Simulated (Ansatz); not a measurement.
Consider the formal exchange of groups at a B–S bond: `BSC` + `[SiH3]CS` → `B[SiH2]CS` + CH₃SH.

Gas-phase electronic energies from Ansatz, PBE0-D4/def2-TZVP geometries. CBS: MP2 limit from def2 TZ/QZ plus the TZ coupled-cluster correction, frozen cores. This one scheme is used for every species. Functionals use def2-TZVPP. B3LYP here is the variant with VWN-RPA as its local correlation; programs differ in this. HSE06 is defined as in plane-wave codes. Each species was taken in one conformer, which may not be the lowest.

```
           level  ΔE (eV)
       r2SCAN-D4     1.45
          B97M-V     1.42
        HSE06-D4     1.40
            PBE0     1.40
           B3LYP     1.40
         r2SCAN0     1.43
           BHLYP     1.37
CCSD(T)/def2-SVP     1.50
```

Problem. What does CCSD(T)/CBS give? (Best estimate.)

Solution. The calculation gave: +1.39 eV. The listed levels differ from it by 0.06, 0.03, 0.01, 0.01, 0.01, 0.04, -0.02, 0.11 eV.

Problem. What do rigid-rotor, harmonic-oscillator terms from PBE0-D4/def2-TZVP frequencies (298.15 K, 1 bar) make of the CCSD(T)/CBS value? (Estimate.)

Solution. Ansatz gave: ΔZPE = -0.06 eV, ΔH = +1.36 eV, ΔS = 16 J/(mol·K), ΔG = +1.31 eV.

Largest T1 diagnostic among the species: 0.014.

From BLYP to BHLYP (50 % exact exchange), in def2-TZVPP and without D4, ΔE moves by −0.04 eV. In def2-TZVPP, CCSD(T) changes the Hartree–Fock value by +0.13 eV (the triples alone add +0.05 eV) and MP2 by +0.21 eV. Leaving LDA and LC-ωPBE aside and taking each functional with its dispersion term where it has one, the values, not all of them listed here, spread over 0.10 eV, from ωB97X-V to r2SCAN-D4. LDA lies +0.10 eV from PBE without D4.
